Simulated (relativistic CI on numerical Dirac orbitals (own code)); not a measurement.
Tc⁷⁺: M2,3 absorption edge

Computed with this model: Dirac-Coulomb-Breit CI, KLI orbitals optimised for each configuration, a model potential for QED, multiplet model of core-to-valence dipole absorption, unscaled Slater integrals; configurations [Ar] 3d10 4s2 4p6 → [Ne] 3s2 3p5 3d10 4s2 4p6 4d; 300 K; Lorentzian 1.2 eV and Gaussian 0.4 eV FWHM. Energies are those of the free ion, without screening or charge transfer. The branching ratio is the share of the lower-energy edge in the whole absorption, uncertain by about 0.02 where the edges overlap. S is read from ⟨S²⟩ = S(S + 1).

Field parameters in Wybourne normalisation: Oh B⁴₀ = 21Dq, B⁴₄ = √(5/14) B⁴₀. The field is a parameter set, without covalency.

Computed curve for Oh, 10Dq = 40650 cm⁻¹, scaled to 100 at the maximum (points under 2 are left out and the grid is thinned):

(Energy (eV), Intensity): (437.50, 2.0), (438.25, 2.7), (439.00, 3.6), (439.75, 5.4), (440.50, 8.9), (441.25, 18.5), (442.00, 44.2), (442.50, 70.5), (443.25, 92.4), (444.00, 63.6), (444.75, 24.7), (445.50, 16.1), (446.25, 19.0), (447.00, 38.2), (447.75, 79.8), (448.50, 82.1), (449.25, 27.8), (450.00, 12.0), (450.75, 6.8), (451.50, 4.5), (452.00, 3.6), (452.75, 2.7), (453.50, 2.2), (459.25, 2.2), (460.00, 3.0), (460.75, 4.7), (461.50, 9.0), (462.25, 23.9), (463.00, 58.7), (463.75, 28.9), (464.50, 10.8), (465.25, 6.4), (466.00, 5.8), (466.50, 7.2), (467.25, 15.5), (468.00, 38.3), (468.75, 20.5), (469.50, 7.3), (470.25, 3.6), (471.00, 2.2)

The ground state has S = 0.00, and the centroid lies at 451.03 eV.
